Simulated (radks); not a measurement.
Coulomb parameter of the 5d shell of neutral osmium in the model configuration [Xe] 4f14 5d7 6s1, as a second difference U = [E(n + 0.5) + E(n - 0.5) - 2 E(n)] / (0.5)^2 with all orbitals relaxed. "Bare": the charge of the atom changes with n. "Screened": the 6s shell takes up the change at fixed total charge, which measures U(5d,5d) + U(6s,6s) - 2 U(5d,6s). Method: scalar-relativistic Kohn-Sham, r2SCAN, spin-unpolarised, spherical densities, finite nucleus; meta-GGA in the generalised Kohn-Sham scheme; Fermi nuclear charge, rms radius 5.4126 fm; computed with a radial shooting solver on a logarithmic mesh with Libxc functionals.

| case | configuration | E - E(n) (eV) |
|---|---|---|
| start | [Xe] 4f14 5d7 6s1 | 0.000 |
| bare +0.5 | [Xe] 4f14 5d7.5 6s1 | -1.370 |
| bare -0.5 | [Xe] 4f14 5d6.5 6s1 | 3.480 |
| screened +0.5 | [Xe] 4f14 5d7.5 6s0.5 | 0.391 |
| screened -0.5 | [Xe] 4f14 5d6.5 6s1.5 | -0.237 |

U(bare) = 8.444 eV, U(screened by 6s) = 0.615 eV, against the Slater integral F0(5d,5d) = 13.242 eV with frozen orbitals. The step up makes a negative ion, whose loosely bound charge lowers the bare value.
